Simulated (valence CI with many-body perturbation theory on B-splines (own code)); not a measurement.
Results of a calculation; reference values are marked as such.
I³¹⁺: what each term of the Hamiltonian does

Level of theory: configuration interaction combined with many-body perturbation theory (CI+MBPT): four valence electrons over a frozen Dirac-Fock core [Ar], a basis of 9 s, 9 p, 10 d, 8 f, 5 g, 3 h, 1 i functions for each j, with the one-electron correlation potential Σ1, the two-electron term Σ2, the three-electron term Σ3, Breit, model QED; selected CI, second order for the rest (own B-spline code, finite nucleus).

The last digits are not significant, and no measured levels were compared; by estimate large intervals hold to a few tenths of a per cent, small ones and those within an open d or f shell to about a per cent. Core correlation moves these levels by up to 8100 cm⁻¹, and in measured spectra 5 to 20 % of such shifts remained as error; rates that hang on mixing are uncertain with them. Only levels of the ground parity were solved; by the run's estimate the other parity begins above the list, which can be wrong where configurations are misplaced.

Each rung adds one term. CI alone is the Dirac-Coulomb CI over the frozen core; QED comes last and gives the full result, which names the levels. Energies are above (3d3/2^4) J=0 on the same rung, in cm⁻¹.

Levels are named by their leading jj configuration (3d3/2^4 stands for four electrons in 3d with j = 3/2), which in mixed levels can hold well under half, so a name can repeat and another be missing. Letters in brackets count levels of one name in rising energy.

```
                    Level  CI alone
      (3d3/2^3 3d5/2) J=1     70409
      (3d3/2^3 3d5/2) J=2    115525
      (3d3/2^3 3d5/2) J=4    139060
      (3d3/2^3 3d5/2) J=3    140336
(3d3/2^2 3d5/2^2) J=0 [a]    197222
(3d3/2^2 3d5/2^2) J=4 [a]    209191
(3d3/2^2 3d5/2^2) J=3 [a]    229797
(3d3/2^2 3d5/2^2) J=2 [a]    230365
    (3d3/2^2 3d5/2^2) J=5    248582
    (3d3/2^2 3d5/2^2) J=1    255454
    (3d3/2^2 3d5/2^2) J=6    265352
(3d3/2^2 3d5/2^2) J=4 [b]    287385
(3d3/2^2 3d5/2^2) J=2 [b]    294072
(3d3/2^2 3d5/2^2) J=3 [b]    298806
  (3d3/2 3d5/2^3) J=4 [a]    324273
(3d3/2^2 3d5/2^2) J=2 [c]    345173
```

Question: What do these energies become with core correlation, Breit and QED?

Answer: (3d3/2^3 3d5/2) J=1 70697 (+288); (3d3/2^3 3d5/2) J=2 113926 (-1599); (3d3/2^3 3d5/2) J=4 134167 (-4892); (3d3/2^3 3d5/2) J=3 137110 (-3226); (3d3/2^2 3d5/2^2) J=0 [a] 194567 (-2655); (3d3/2^2 3d5/2^2) J=4 [a] 205488 (-3703); (3d3/2^2 3d5/2^2) J=3 [a] 225600 (-4198); (3d3/2^2 3d5/2^2) J=2 [a] 226472 (-3893); (3d3/2^2 3d5/2^2) J=5 242847 (-5735); (3d3/2^2 3d5/2^2) J=1 250780 (-4674); (3d3/2^2 3d5/2^2) J=6 257723 (-7629); (3d3/2^2 3d5/2^2) J=4 [b] 278637 (-8748); (3d3/2^2 3d5/2^2) J=2 [b] 285512 (-8560); (3d3/2^2 3d5/2^2) J=3 [b] 289313 (-9493); (3d3/2 3d5/2^3) J=4 [a] 318184 (-6089); (3d3/2^2 3d5/2^2) J=2 [c] 338843 (-6330).

Question: How does the ionisation energy move along the ladder, and which term matters most?

Answer: CI alone 1902.5, + Σ1 1905.0, + Σ2 1912.8, + Σ3 1912.9, + Breit 1911.8, + QED 1911.9 eV. The largest step is Σ2, 7.9 eV. NIST lists 1911 ± 4 eV (theoretical).
